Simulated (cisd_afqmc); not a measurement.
Input (AFQMC/CISD/cc-pVDZ; cisd_afqmc is a phaseless AFQMC code with CISD trial states that reads the integrals written by Ansatz):

Ansatz 0.2 input:
```python
import cisd_afqmc

open("ham.yaml", "w").write("""\
crystal:
  periodic: [false, false, false]
  atoms:
    - {symbol: B, position_ang: [-0.00000000, -0.00000000, -0.73477070]}
    - {symbol: N, position_ang: [0.00000000, 0.00000000, 0.57007214]}
    - {symbol: H, position_ang: [-0.00000000, -0.00000000, -1.90320192]}
    - {symbol: H, position_ang: [0.00000000, 0.00000000, 1.58655045]}
basis:
  gaussian:
    orbitals: cc-pVDZ
total_charge: 1
magnetization: {spin_polarized: true, initial_magnetization: 1}
correlation: {method: ccsd, electrons: outside_noble_gas, hamiltonian_folder: ham}
""")
rep = cisd_afqmc.ansatz("ham.yaml")
e_ccsd = rep["correlation"]["coupled_cluster"]["energy"]["hartree"]
out = cisd_afqmc.run("ham", e_ccsd, trial="CISD", walkers=200, populations=8, threads=8, dt=0.005, steps=40, early=24, settle=10, least=32,
    cut=5e-5, rank_cut=2e-4, target=0.0004, seconds=1500, seed=1, memory=17280, gpu=False)
```

Output:

```
orbitals 36, occupied [5, 4], factors 187 of 355, rank of the doubles 151 of 283
E(HF) = -79.957197
E(CCSD) on the cut factors = -80.170537, shift to the whole factors -0.000013
Energy of the trial state on the determinant = -80.170514
  tau behind 7.2 of longer steps, mean of the populations' last blocks
   2.0  -80.17740
   4.0  -80.17762
   6.0  -80.17779
   8.0  -80.17657
blocks 291 (2 outliers left out), error by blocks joined: 1: 0.00012, 2: 0.00015, 4: 0.00019, 8: 0.00023, 16: 0.00033
E(AFQMC/CISD) = -80.17702 +/- 0.00033
```

The error still grows at the longest joins of blocks, or few joins were possible, so the printed bar may be too narrow.
